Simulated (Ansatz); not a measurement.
`F[Si](F)(F)[SnH3]` + `N[SiH3]` → `[SiH3][NH][SnH3]` + `F[SiH](F)F` at 298.15 K and 1 bar (cleavage of the Sn–Si bond).

Isolated molecules relaxed with PBE0-D4/def2-TZVP in Ansatz; ΔE leaves out vibrations. CBS: MP2 limit from def2 TZ/QZ plus the TZ coupled-cluster correction, frozen cores. This one scheme is used for every species. Elements past krypton have def2 core potentials. For Sn outer-core shells are correlated without core-valence functions, which leaves a few kJ/mol of doubt a bond.

```
            species  CCSD(T)/CBS energy (Eh)  H − E (kJ/mol)  S (J/(mol·K))
`F[Si](F)(F)[SnH3]`               -804.48109           101.6          368.7
          `N[SiH3]`               -346.80422           145.7          264.3
 `[SiH3][NH][SnH3]`               -562.01692           180.1          361.7
       `F[SiH](F)F`               -589.26725            60.9          277.9
```

H − E and S are ideal-gas, rigid-rotor, harmonic terms from PBE0-D4/def2-TZVP, for one conformer and one mirror image of each species. 1 Eh = 2625.50 kJ/mol, R = 8.31446 J/(mol·K).

Problem. By hand: ΔE, ΔH, ΔS and ΔG.

Solution. ΔE = (-562.01692) + (-589.26725) − (-804.48109) − (-346.80422) = 0.00114 Eh = 3.0 kJ/mol. Δ(H − E) = 180.1 + 60.9 − 101.6 − 145.7 = -6.3, so ΔH = -3.3 kJ/mol. ΔS = 361.7 + 277.9 − 368.7 − 264.3 = 6.6 J/(mol·K). ΔG = -3.3 − 298.15 × (6.6)/1000 = -5.3 kJ/mol.

Problem. By hand: the equilibrium constant, and the temperature at which ΔG would vanish if ΔH and ΔS stayed fixed.

Solution. log₁₀ K = −ΔG/(RT ln 10) = 0.9. ΔH and −TΔS have one sign here, so there is no such temperature. One of them is within its doubt of zero, so this could turn.

TΔS isn't small against ΔH here. The sign of ΔG lies within the doubt. A doubt of 5 kJ/mol in ΔE shifts log₁₀ K by 0.9 here. Other conformers and mirror images would add mixing entropy, several J/(mol·K) or more a flexible species. Modes under 60 cm⁻¹, often nearly free rotors, make the harmonic entropy too high. These are equilibria of isolated gas molecules and say nothing of rates. Largest T1 diagnostic: 0.013 (customary marks: 0.02 for closed shells, 0.045 for open ones).
